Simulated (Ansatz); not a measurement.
Al7N7H20, a nanocrystal cut from wurtzite AlN (hydrogen-capped) was relaxed with PBE-D4 (def2-SVP) in Ansatz in these states: charge +1 doublet, charge -1 doublet, neutral singlet. The geometries follow in no particular order.

A:

```xyz
34

Al    2.8197    1.8285   -0.4773
N     2.6232    1.1667    1.4000
N     1.1507    1.0476   -1.2494
Al    1.2651   -0.8601   -1.2534
Al    1.0638    0.1078    1.8455
N     0.9763   -1.3801    0.5995
N    -0.3829   -1.4294   -2.2047
Al   -0.5871   -2.4488    0.9072
Al   -0.3792    1.8844   -0.4671
N    -0.5136    1.1087    1.3126
N    -1.9062    1.1125   -1.4762
Al   -2.1088   -0.8307   -1.5103
Al   -2.1142    0.1017    1.6375
N    -2.0614   -1.3318    0.3389
H     4.0625    1.0442   -1.1075
H     2.6331    3.4156   -0.4186
H     3.4751    0.6317    1.6404
H     2.6689    1.9840    2.0320
H     1.2217    1.3714   -2.2324
H     2.5245   -1.5632   -1.9138
H     1.0664   -0.3287    3.3765
H     1.7687   -2.0116    0.8225
H    -0.2781   -1.1470   -3.1950
H    -0.3884   -2.4636   -2.2719
H    -0.5681   -3.9594    0.4107
H    -1.0259   -1.9815    2.6776
H    -0.4912    3.4668   -0.4732
H    -0.5875    1.9237    1.9504
H    -1.8548    1.4843   -2.4408
H    -2.7849    1.5358   -1.1256
H    -3.3601   -1.3434   -2.3389
H    -1.5255   -1.1477    2.9166
H    -3.4786    0.9018    1.8018
H    -2.9234   -1.8903    0.4868
```

B:

```xyz
34

Al   -2.886    1.154    1.494
N    -2.451    2.026   -0.254
N    -1.355   -0.052    1.562
Al   -1.342   -1.419    0.186
Al   -0.827    1.459   -1.207
N    -0.956   -0.428   -1.452
N     0.197   -2.651    0.345
Al    0.598   -1.124   -2.422
Al    0.361    0.832    1.739
N     0.634    1.675    0.000
N     1.868   -0.442    1.870
Al    1.944   -1.775    0.439
Al    2.329    1.164   -0.842
N     2.045   -0.733   -1.179
H    -4.311    0.423    1.238
H    -2.838    2.366    2.572
H    -3.261    1.907   -0.882
H    -2.407    3.046   -0.102
H    -1.426   -0.605    2.440
H    -2.719   -2.227   -0.037
H    -0.779    2.350   -2.549
H    -1.750   -0.617   -2.087
H     0.061   -3.141    1.255
H     0.174   -3.374   -0.413
H     0.436   -2.743   -2.573
H     0.787   -0.341   -3.826
H     0.466    1.979    2.869
H     0.747    2.685    0.192
H     1.704   -0.967    2.756
H     2.778    0.067    1.965
H     3.198   -2.786    0.532
H     2.551    1.989   -2.216
H     3.529    1.347    0.253
H     2.902   -1.044   -1.667
```

C:

Cartesian coordinates in Å:
```
Al 1.873 2.556 1.147
N 2.677 1.685 -0.445
N 0.236 1.473 1.358
Al -0.918 1.722 -0.158
Al 1.711 0.167 -1.241
N -0.054 0.819 -1.610
N -2.520 0.632 0.219
Al -1.181 -0.590 -2.411
Al 0.700 -0.339 1.797
N 1.437 -1.078 0.191
N -1.020 -1.278 2.031
Al -2.270 -1.279 0.531
Al 0.459 -2.676 -0.431
N -1.258 -1.891 -0.951
H 1.471 4.050 0.711
H 2.862 2.273 2.383
H 2.825 2.400 -1.176
H 3.634 1.378 -0.208
H -0.216 1.904 2.185
H -1.377 3.224 -0.448
H 2.555 -0.357 -2.492
H 0.025 1.507 -2.380
H -3.101 1.079 0.945
H -3.083 0.697 -0.653
H -2.676 0.055 -2.559
H -0.492 -1.193 -3.726
H 1.574 -0.537 3.119
H 2.363 -1.468 0.444
H -1.467 -1.002 2.919
H -0.750 -2.273 2.165
H -3.639 -2.026 0.877
H 1.212 -3.360 -1.669
H 0.187 -3.587 0.898
H -1.780 -2.688 -1.358
```

Problem. Judge from the bond lengths which geometry belongs to which state (an estimate).

Solution. A is the charge +1 doublet (Al8–H26 1.883 Å, Al13–H32 1.882 Å, N10–Al13 1.919 Å); B is the charge -1 doublet (Al8–H26 1.619 Å, Al13–H32 1.619 Å, N10–Al13 1.960 Å); C is the neutral singlet (Al8–H26 1.603 Å, Al13–H32 1.603 Å, N10–Al13 1.974 Å).

At PBE-D4/def2-SVP the highest occupied level of the relaxed charge -1 doublet lies above zero (up to 1.81 eV). By energy differences it is unbound by 0.24 eV (each at its own geometry, against the charge 0 singlet, at PBE0-D4/def2-TZVP) and held by the finite basis. In the charge 1 doublet, H26 and H32 lie 1.00 Å apart (atoms count from 1), so these atoms are partly bonded to each other.
